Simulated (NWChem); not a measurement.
System: C$_{3}$H$_{7}$NSi; SMILES C#C[C@H](N)[SiH3]

```xyz
12

C     -0.7519    -2.3889     0.1611
C     -0.2192    -1.3314    -0.1551
C      0.4352    -0.0555    -0.4485
N      1.7521     0.1522     0.1793
Si    -0.6824     1.4289     0.0611
H     -1.2228    -3.3243     0.4281
H      0.5556     0.0470    -1.5514
H      2.4042    -0.5780    -0.1401
H      1.6615     0.0081     1.1944
H     -0.0984     2.7016    -0.4835
H     -0.7180     1.4884     1.5640
H     -2.0774     1.2416    -0.4673
```
Atoms are numbered in this order, from 1.

Results from NWChem. Pople sets run with spherical d functions. Coordinates come from a PBE-D3(BJ)/def2-SVP optimisation. Not confirmed as a minimum by frequencies. LC-ωPBE (HJS hole) with 6-31G*; x = 1 − exp(−ω/0.25 bohr⁻¹) is a scale chosen for this fit.

```
row           x  −ε(HOMO) (eV)
--------  -----  -------------
ω = 0.10  0.330           7.02
ω = 0.15  0.451           7.67
ω = 0.20  0.551           8.24
ω = 0.25  0.632       withheld
ω = 0.40  0.798           9.84
```

Fit a straight line of the last column on the one before it, predict the withheld value, and compare with the run.


1. Means of the 4 shown rows: x = 0.5325, y = 8.192. Slope Σ(x − x̄)(y − ȳ)/Σ(x − x̄)² = 0.7183/0.1185 = 6.063; intercept 4.964.
2. The shown rows scatter about the line by 0.049 (root mean square); the largest residual is -0.06, at ω = 0.20.
3. At x = 0.632 (ω = 0.25; inside the shown range) the line gives 8.80.
4. The run gives 8.74, -0.06 from the line, 1.2 times the scatter.
